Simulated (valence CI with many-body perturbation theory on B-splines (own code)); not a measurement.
## Nd XL: magnetic and hyperfine properties of the levels

Calculated by configuration interaction combined with many-body perturbation theory (CI+MBPT): three valence electrons over a frozen Dirac-Fock core [Ar], radial functions for each j: 9 s, 9 p, 10 d, 8 f, 5 g, 3 h, 1 i, with the one-electron correlation potential Σ1 (screened to all orders), the two-electron term Σ2, the three-electron term Σ3, Breit, model QED; selected single and double excitations, second order for the rest (own B-spline code, finite nucleus).

The last digits are not significant, and no measured levels were compared; by estimate large intervals hold to a few tenths of a per cent, small ones and those within an open d or f shell to about a per cent. Only levels of the ground parity were solved; by the run's estimate the other parity begins above the list, which can be wrong where configurations are misplaced.

A/g_I is the dipole constant over the nuclear g factor μ/I (μ in nuclear magnetons, uniformly magnetised nucleus), B/Q the quadrupole constant per barn. Both hold the static response of the core; the bare values leave it out. Large factors of s and p1/2 electrons are usually good to 5 to 10 %; those of open d and f shells near neutrality can be off by tens of per cent, and small factors of p3/2, d and f electrons come from cancelling terms and can be off by a factor of two or in sign, in half-filled shells by more. B is blank for J = 1/2, where it vanishes, and for nearly pure S terms. Energies count from the lowest level.

Levels are named by their leading jj configuration (3d3/2^4 stands for four electrons in 3d with j = 3/2), which in mixed levels can hold well under half, so a name can repeat and another be missing. Letters in brackets count levels of one name in rising energy.

```
                    Level  E (cm⁻¹)      g  A/g_I (MHz)  A/g_I bare  B/Q (MHz/b)  B/Q bare
          (3d3/2^3) J=3/2         0  0.646        49600       49100       -25100    -25600
(3d3/2^2 3d5/2) J=5/2 [a]    167890  1.045        28100       28200       -13800    -14000
    (3d3/2^2 3d5/2) J=3/2    212740  1.225        22400       22800        -8890     -9040
    (3d3/2^2 3d5/2) J=7/2    224250  1.074        29400       29500         6170      6250
    (3d3/2^2 3d5/2) J=9/2    233360  1.069        30900       31000        29100     29600
    (3d3/2^2 3d5/2) J=1/2    242330  1.886       -21900      -20400                       
(3d3/2^2 3d5/2) J=5/2 [b]    359660  1.376        14800       15400        38500     39100
(3d3/2 3d5/2^2) J=7/2 [a]    395670  1.070        24500       24700         2140      2170
    (3d3/2 3d5/2^2) J=9/2    417830  1.133        24000       24300        12500     12700
(3d3/2 3d5/2^2) J=3/2 [a]    449870  1.138        26600       26800       -29300    -29700
    (3d3/2 3d5/2^2) J=1/2    466650  1.437        -7370       -6590                       
   (3d3/2 3d5/2^2) J=11/2    480000  1.084        27000       27200        62400     63400
(3d3/2 3d5/2^2) J=5/2 [a]    493890  1.177        13700       14100        39100     39800
(3d3/2 3d5/2^2) J=5/2 [b]    523520  1.104        27000       27200        -8750     -8890
(3d3/2 3d5/2^2) J=7/2 [b]    539900  1.105        27300       27500        13100     13400
(3d3/2 3d5/2^2) J=3/2 [b]    629450  1.058        35400       35500        25400     25800
          (3d5/2^3) J=9/2    639960  1.132        20300       20600         9320      9480
          (3d5/2^3) J=3/2    744880  0.963        29300       29300        16500     16800
          (3d5/2^3) J=5/2    796670  1.150        20300       20600         9440      9600
```

(1) Take the isotope of mass number 145, with I = 7/2, μ = -0.656 μN and Q = -0.314 b. What is the hyperfine structure of (3d3/2^2 3d5/2) J=5/2 [a]?

Results:

(1) From the table A = -5270 MHz, B = 4330 MHz. Shifts from the centre of gravity in MHz: F = 1: 61600, F = 2: 49800, F = 3: 32600, F = 4: 10600, F = 5: -15600, F = 6: -45000.
